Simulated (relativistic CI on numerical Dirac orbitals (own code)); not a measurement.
**Slater and spin-orbit integrals, Pd⁸⁺**

These numbers are calculated, not measured: Dirac-Coulomb-Breit CI, KLI orbitals optimised for each configuration, a model potential for QED, unscaled Slater integrals (own radial code, finite nucleus).

Slater integrals F^k, G^k are unscaled and averaged over j, outside the closed core [Ar] 3d10; ζ comes from projecting the Hamiltonian with its Breit term on Σ l·s of the shell.

- 4s2.4p6.4d2: F^2(4d,4d) = 92980, F^4(4d,4d) = 62394, ζ(4d) = 2430.5 cm⁻¹; <r>(4d) = 1.099, <r^2>(4d) = 1.384 (bohr units).
- 4s2.4p6.4d.4f: ζ(4d) = 2492.8, F^2(4d,4f) = 77043, F^4(4d,4f) = 49647, G^1(4d,4f) = 92838, G^3(4d,4f) = 57910, G^5(4d,4f) = 40889, ζ(4f) = -7.192 cm⁻¹; <r>(4d) = 1.095, <r^2>(4d) = 1.376, <r>(4f) = 1.423, <r^2>(4f) = 2.363 (bohr units).
- 4s2.4p5.4d3: ζ(4p) = 27581, F^2(4d,4d) = 93239, F^4(4d,4d) = 62573, F^2(4p,4d) = 98659, G^1(4p,4d) = 125130, G^3(4p,4d) = 78162, ζ(4d) = 2451.2 cm⁻¹; <r>(4p) = 0.9624, <r^2>(4p) = 1.048, <r>(4d) = 1.096, <r^2>(4d) = 1.376 (bohr units).

Give the Racah parameters of the d shell in 4s2.4p6.4d2.

B = F²/49 − 5F⁴/441 = 1190 cm⁻¹ and C = 35F⁴/441 = 4952 cm⁻¹.

In this model ζ of a weakly bound d, f or g electron outside closed shells comes out too small, for d by up to a factor of two or three and at times with the wrong sign; that of an outer p electron is too small as well.

Averages of the first 10 configurations, taken without configuration mixing, which lowers the lowest level and can move excited configurations by several eV; other configurations of the list can lie among them:

```
 Configuration  Parity  States  Average energy above the lowest level (eV)
   4s2.4p6.4d2    even      45                                         4.0
 4s2.4p6.4d.4f     odd     140                                        61.4
   4s2.4p5.4d3     odd     720                                        61.5
 4s2.4p6.4d.5s    even      20                                        41.4
 4s2.4p6.4d.5p     odd      60                                        53.9
    4s.4p6.4d3    even     240                                       104.0
 4s2.4p6.5s.5p     odd      12                                        93.9
4s2.4p5.4d2.4f    even    3780                                       118.2
 4s2.4p6.4f.5s     odd      28                                       100.6
 4s2.4p6.4d.5d    even     100                                        72.9
```
